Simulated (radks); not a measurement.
Question: All-electron atom: Hf3+ in [Xe] 4f14 5d1 (the NIST ground configuration). Calculated with a radial shooting solver on a logarithmic mesh with Libxc functionals: Dirac Kohn-Sham, PBEsol, spin-unpolarised, spherical densities, finite nucleus; open shells fill j = l - 1/2 first; Fermi nuclear charge, rms radius 5.347 fm. Some entries of the table are withheld. Estimate them.

orbital  occ.  eigenvalue (Ry)  <r> (bohr)  <r^2> (bohr^2)
1s1/2       2        -4790.718     0.01900             (1)
2s1/2       2        -820.5079     0.07980        0.007588
2p1/2       2        -783.9699     0.06613        0.005434
2p3/2       4        -696.4250     0.07386        0.006640
3s1/2       2        -188.4686      0.2083         0.04972
3p1/2       2              (2)      0.1981         0.04573
3p3/2       4              (3)      0.2125         0.05240
3d3/2       4        -125.8829      0.1864         0.04081
3d5/2       6        -121.7899      0.1908         0.04265
4s1/2       2        -39.53883         (4)          0.2479
4p1/2       2        -32.87896      0.4747          0.2568
4p3/2       4        -28.58072      0.5077          0.2935
4d3/2       4        -17.61688      0.5287          0.3246
4d5/2       6        -16.82974      0.5402          0.3388
5s1/2       2         -6.90809         (5)           1.439
5p1/2       2         -5.00790       1.253           1.778
5p3/2       4         -4.42143       1.354           2.075
4f5/2       6         -3.30456      0.6673          0.5725
4f7/2       8         -3.17598      0.6794          0.5951
5d3/2       1              (6)       1.905           4.206
5d5/2       0              (7)       1.952           4.409

Answer: 
(1) 1s1/2 <r^2> (bohr^2): 0.0004955
(2) 3p1/2 eigenvalue (Ry): -172.2239
(3) 3p3/2 eigenvalue (Ry): -153.4652
(4) 4s1/2 <r> (bohr): 0.4683
(5) 5s1/2 <r> (bohr): 1.131
(6) 5d3/2 eigenvalue (Ry): -2.01580
(7) 5d5/2 eigenvalue (Ry): -1.96408
